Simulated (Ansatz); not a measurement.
Start from `[NH]1[SiH2][SiH2][GaH]1` and change one element to get `B1N[SiH2][SiH2]1`.

Ansatz, PBE0-D4/def2-TZVP geometries, multiplicity 1. 

Scalar relativity is left out up to krypton.

```
                                          property  `[NH]1[SiH2][SiH2][GaH]1`
               HOMO energy (B3LYP/def2-TZVPP) / eV                      -6.78
                LUMO energy (PBE0/def2-TZVPP) / eV                      -1.45
size of the dipole moment (ωB97M-V/def2-TZVPP) / D                       1.05
    size of the dipole moment (PBE/def2-TZVPP) / D                       1.03
                 LUMO energy (PBE/def2-TZVPP) / eV                      -2.22
              HOMO–LUMO gap (PBE0/def2-TZVPP) / eV                       5.52
```

Task: What does the change do to each property? (Best estimate.)

Result: Ansatz gave: 
| property | `B1N[SiH2][SiH2]1` | shift |
| --- | --- | --- |
| HOMO energy (B3LYP/def2-TZVPP) / eV | -6.94 | -0.16 |
| LUMO energy (PBE0/def2-TZVPP) / eV | -0.83 | 0.62 |
| size of the dipole moment (ωB97M-V/def2-TZVPP) / D | 1.19 | 0.14 |
| size of the dipole moment (PBE/def2-TZVPP) / D | 1.29 | 0.26 |
| LUMO energy (PBE/def2-TZVPP) / eV | -1.78 | 0.44 |
| HOMO–LUMO gap (PBE0/def2-TZVPP) / eV | 6.29 | 0.77 |

With PBE0 the HOMO falls by 0.15 eV and the LUMO rises by 0.62 eV, so the gap widens by about 0.77 eV. PBE moves the HOMO by -0.06 eV and ωB97M-V by -0.25 eV. Dipoles are sizes alone; their direction can turn.

Positive LUMOs are unbound, so they and the gaps depend on the basis.

B3LYP here is the variant with VWN-RPA as its local correlation; programs differ in this.
